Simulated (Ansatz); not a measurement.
Wavefunction ladder for CH5ClOSi, SMILES `O[SiH2]CCl`

Z-matrix (Å, degrees):
```
Si
C 1 1.881
O 1 1.642 2 110.3
H 1 1.486 2 107.4 3 -122.7
H 1 1.483 2 109.9 3 116.9
Cl 2 1.793 1 107.6 3 56.2
H 2 1.090 1 112.6 3 -61.7
H 2 1.091 1 112.9 3 174.6
H 3 0.960 1 116.1 2 -53.7
```

Charge 0, multiplicity 1. Geometry: relaxed with PBE0-D4/def2-TZVP. It is one conformer, not always the lowest. Frozen core, restricted reference, Ansatz. CBS rows extrapolate triple and quadruple zeta; past MP2 they add the triple-zeta difference.

| basis | HF (Eh) | MP2 corr. |
| --- | --- | --- |
| def2-SVP | -863.78925 | -0.56089 |
| def2-TZVPP | -864.20088 | -0.72933 |
| def2-QZVPP | -864.22866 | -0.78987 |

**Question.** Estimate the CCSD correlation energy and the (T) correction in each basis where they were run (hartree).

**Answer.** 
| basis | CCSD corr. | (T) |
| --- | --- | --- |
| def2-SVP | -0.60714 | -0.01420 |
| def2-TZVPP | -0.77343 | -0.02945 |
| CBS(def2) | -0.87881 | as TZ |
